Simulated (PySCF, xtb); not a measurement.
HOSi, SMILES O=[SiH], multiplicity 2.

Harmonic wavenumbers (cm⁻¹) from GFN2-xTB (xtb) at its own minimum, in rising order: 617, 1371, 2215.

**Question.** What does PBE-D3(BJ)/def2-TZVPD (PySCF) give at its own minimum? (An estimate is asked for; the answer gives what the named calculation found.)

**Answer.** 585, 1127, 1845. Paired by order, the mean absolute difference is 215 cm⁻¹ and the zero-point energies are 6.0 and 5.1 kcal/mol.
